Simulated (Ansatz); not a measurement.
```xyz
11

C    -0.0249   -0.2919   -1.3019
C    -0.0103    0.6155    0.0442
C    -0.0160   -0.2706    1.2770
H     0.0367    0.4230   -2.1812
H     0.8821   -0.9735   -1.3962
H    -0.8527   -0.9668   -1.3024
H    -0.8623    1.2620   -0.0817
H     0.9487    1.1758    0.0300
H     0.0123    0.4135    2.2102
H    -0.9604   -0.8750    1.2695
H     0.8715   -0.8322    1.3034
```

Basis set: STO-3G (spherical functions). Frozen core: 3 orbitals. Charge 0, multiplicity 1.

Computed with Ansatz (development build ahead of 0.2.0); each method stands on the lowest determinant of its kind that the runs found. Restricted open shells among the atoms or ions are ROHF, correlated in semicanonical orbitals with singles.

The atomization energy at this shape (free ground-state atoms in the same class of orbitals less the molecule, no zero-point energy) of singlet C3H8:

```
 method  atomization energy
RHF-MP2       4381.8 kJ/mol
```

Task: What does RHF give?

Result: 4029.8 kJ/mol. Caution: the shape is not the minimum.

This basis has no polarisation functions and is too small for such energies, which can lie far from measured ones in either direction.
